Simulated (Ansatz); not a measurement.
Consider the substitution at a C–Si bond: `C#C[SiH]1CS1` + CH₃NH₂ → `C#CNC` + `C1[SiH2]S1`.

Program: Ansatz. Geometries: PBE0-D4/def2-TZVP. ΔE: electronic, gas phase. CCSD(T)/CBS adds triple-zeta CCSD(T) − MP2 to the extrapolated MP2 energy (def2 sets, frozen cores). Functionals use def2-TZVPP. HSE06 is defined as in plane-wave codes.

```csv
level,ΔE (kJ/mol),difference from CCSD(T)/CBS
B97M-V,80.4,-6.8
r2SCANh-D4,74.8,-12.4
BHLYP-D4,75.4,-11.8
CAM-B3LYP-D4,70.5,-16.7
ωB97X-V,72.4,-14.8
PBE,66.6,-20.6
revPBE,70.5,-16.7
BLYP,71.2,-16.0
r2SCAN,74.9,-12.3
PBE0,68.0,-19.2
HSE06,68.2,-19.0
BHLYP,72.5,-14.7
CAM-B3LYP,68.8,-18.4
RPA@PBE/def2-TZVPP,84.2,-3.0
MP2/def2-SVP,68.3,-18.9
CCSD(T)/def2-SVP,65.1,-22.1
CCSD(T)/CBS,87.2,0
```

Largest T1 diagnostic among the species: 0.013.

In def2-TZVPP, CCSD(T) changes the Hartree–Fock value by +9.8 kJ/mol (the triples alone add +1.5 kJ/mol) and MP2 by +12.9 kJ/mol. Leaving LDA and LC-ωPBE aside and taking each functional with its dispersion term where it has one, the values, not all of them listed here, spread over 12.5 kJ/mol, from PBE-D4 to B97M-V. LDA lies −15.0 kJ/mol from PBE without D4. At CCSD(T), def2-SVP lies −22.1 kJ/mol from the extrapolated value and def2-TZVPP −1.7 kJ/mol.
